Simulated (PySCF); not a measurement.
C2H4NO, SMILES O=C([NH])C, multiplicity 2. Atoms are numbered in the order given.

```xyz
8

C     -1.3379    -0.3629     0.1851
C      0.0865     0.0588    -0.0673
N      1.0577    -0.6013     0.6703
O      0.4013     0.9921    -0.7933
H     -2.0146     0.1927    -0.4762
H     -1.4458    -1.4458     0.0178
H     -1.5947    -0.1687     1.2378
H      1.9492    -0.4808     0.1675
```
Charge 0, spin multiplicity 2.

Geometry: ωB97X-D3(BJ)/def2-SVP. The isomer is the one that the SMILES or the coordinates give; other isomers of the formula were not compared. One conformer was computed; it need not be the lowest.

Method: PySCF with PBE/pcH-1.

Unrestricted Kohn–Sham, ⟨S²⟩ = 0.757. Hyperfine tensors hold the contact and dipolar terms, without spin-orbit corrections.

Computed hyperfine couplings:
| nucleus | A(iso) (MHz) | A(iso) (G) | dipolar principal values (MHz) |
|---|---|---|---|
| 13C no. 1 | -5.1 | -1.8 | -2.2, 0.3, 1.9 |
| 13C no. 2 | -29.9 | -10.7 | -12.7, 1.9, 10.8 |
| 14N no. 3 | 20.8 | 7.4 | -33.7, -32.6, 66.3 |
| 17O no. 4 | -12.6 | -4.5 | -113.1, 53.4, 59.7 |
| 1H no. 5 | 5.4 | 1.9 | -2.9, -1.3, 4.2 |
| 1H no. 6 | 15.9 | 5.7 | -3.4, -1.7, 5.1 |
| 1H no. 7 | -8.2 | -2.9 | -2.8, -1.9, 4.7 |
| 1H no. 8 | -19.6 | -7.0 | -36.7, -11.3, 48.0 |

And the g tensor (effective nuclear charges for spin-orbit coupling, GIAO)? (The exact figures need the calculation; the answer reports its results.)

principal values 2.0027, 2.0038, 2.0123; isotropic 2.0063.
